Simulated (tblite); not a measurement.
Start geometry of `Oc1[c]c(Cl)ccc1O` [radical] from a force field or distance geometry (Å):
```
atom  x, y, z in Å
O1    -1.9673   -1.3579    0.4380
C2    -0.7903   -0.7262    0.1739
C3     0.3956   -1.4581    0.0079
C4     1.5694   -0.7581   -0.2614
Cl5    3.0196   -1.6619   -0.4673
C6     1.5823    0.6292   -0.3338
C7     0.4042    1.3516   -0.1533
C8    -0.7684    0.6644    0.1111
O9    -1.9255    1.3596    0.2852
H10   -1.8105   -2.3161    0.4634
H11    2.5114    1.1584   -0.5340
H12    0.3961    2.4300   -0.2056
H13   -2.6209    0.6857    0.4582
```

Problem. What comes out of this run: GFN2-xTB geometry optimisation, gas phase (tblite 0.8.0)?

Solution. 
```
atom  x, y, z in Å
O1    -1.9819   -1.3546    0.4406
C2    -0.7808   -0.7482    0.1838
C3     0.4058   -1.3897   -0.0033
C4     1.5913   -0.7650   -0.2575
Cl5    3.0627   -1.6426   -0.4812
C6     1.5899    0.6263   -0.3336
C7     0.4097    1.3230   -0.1506
C8    -0.7814    0.6644    0.1082
O9    -1.9359    1.3454    0.2892
H10   -1.8518   -2.3085    0.4688
H11    2.5137    1.1448   -0.5343
H12    0.3965    2.3995   -0.2063
H13   -2.6423    0.7057    0.4585
```

The energy falls by 3.4 kcal/mol over 18 L-BFGS steps, the largest force on an atom goes from 2.53 to 0.009 eV/Å, and the atoms move by 0.033 Å rms after alignment. The bond that changes most is C2–C3 (ends: carbon bonded to 2 C and O; carbon bonded to 2 C), which shortens by 0.042 Å. Bonds longer at the end by more than 0.005 Å: 3 of 13; shorter: 7. Among the angles that change most is C2–C3–C4, from 118.2° to 124.6°. Rotational constants go from 3177, 885.7, 692.6 to 3244, 871.8, 687.1 MHz. The orientation of the end geometry is arbitrary; only internal coordinates are fixed.

Its GFN2-xTB frequencies are all real (lowest 110 cm⁻¹). 2 starts were optimised and ended at 0.00 and 6.55 kcal/mol (GFN2-xTB); the lowest of these is shown.

One conformer stands for the species.

These are computed values.
